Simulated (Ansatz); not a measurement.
Li₄H₅⁻. Charge -1, multiplicity 1. Geometry PBE0-D4/def2-TZVPD, basis def2-TZVPD, Ansatz.

```xyz
9

Li    0.5987    0.0036    1.5995
Li   -0.6696    0.0954   -1.5700
Li    1.5699   -0.1777    3.7771
Li   -1.4620    0.0264   -3.8224
H     2.2037    0.7551    2.5272
H    -0.3234   -1.0355   -3.1813
H     0.1593   -0.9603    3.2951
H    -0.1061    0.1472    0.0457
H    -1.9705    1.1457   -2.6708
```

| run | HOMO (eV) | LUMO (eV) |
| --- | --- | --- |
| A | -4.54 | 2.73 |
| B | -1.10 | 1.69 |
| C | -2.30 | 2.39 |
| D | -2.18 | 2.02 |
| E | -1.28 | 2.30 |

Another isomer (singlet) lies 1.22 eV lower at PBE0-D4/def2-TZVPD; other spin states weren't run for this one.

Problem. The runs used PBE, PBE0, r2SCAN, r2SCAN0, ωB97X-V. Estimate which is which.

Solution. A ωB97X-V (range-separated); B PBE (0 % exact exchange); C r2SCAN0 (25 % exact exchange); D PBE0 (25 % exact exchange); E r2SCAN (0 % exact exchange). Exact exchange lowers occupied and raises empty levels; among semilocal functionals meta-GGAs tend to open the gap a little, and such runs are hard to tell apart. The gap grows from 2.78 eV (PBE) to 7.27 eV (ωB97X-V).
